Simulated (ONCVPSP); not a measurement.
**Plane-wave convergence, ONCV potential for Si (Z = 14)**

```
Element                 : silicon
Generator               : ONCVPSP 4.0.1
Type                    : optimised norm-conserving Vanderbilt (ONCV)
Functional              : LDA (Perdew-Wang 92)
Relativity              : scalar-relativistic
Frozen core             : [Ne]
Valence charge          : 4
Reference configuration : 3s2 3p2
Partial waves           : 3s: rc 1.80 bohr, ncon 4, nbas 7, qcut 4.6 1/bohr, 1 projector; 3p: rc 1.50 bohr, ncon 5, nbas 8, qcut 4.5 1/bohr, 2 projectors, debl 0.9 Ha
Local potential         : polynomial inside 1.35 bohr (lpopt 4, dvloc0 0 Ha)
Core correction         : none
```

**Question.** For each optimised wave give the share of its norm inside rc, the residual kinetic energy above qcut (Ha) and the cutoffs (Ha) for errors of 10, 1, 0.1 and 0.01 mHa per electron.

**Answer.**

| wave | norm inside rc | residual KE | 10 mHa | 1 mHa | 0.1 mHa | 0.01 mHa |
| --- | --- | --- | --- | --- | --- | --- |
| 3s | 0.380 | 9.4e-05 | 5.5 | 8.2 | 11.0 | 29.2 |
| 3p | 0.114 | 5.7e-03 | 2.8 | 65.2 | 83.6 | 93.9 |
| p projector 2 | 0.132 | 1.3e-02 | 15.8 | 93.7 | 114.2 | 125.8 |

The occupied waves need 65 Ha and 84 Ha for 1 and 0.1 mHa. Note: ghosts flagged at negative energy: p at -67.8 eV; no localised positive-energy state flagged. A true bound ghost makes a file unfit for plane-wave use.
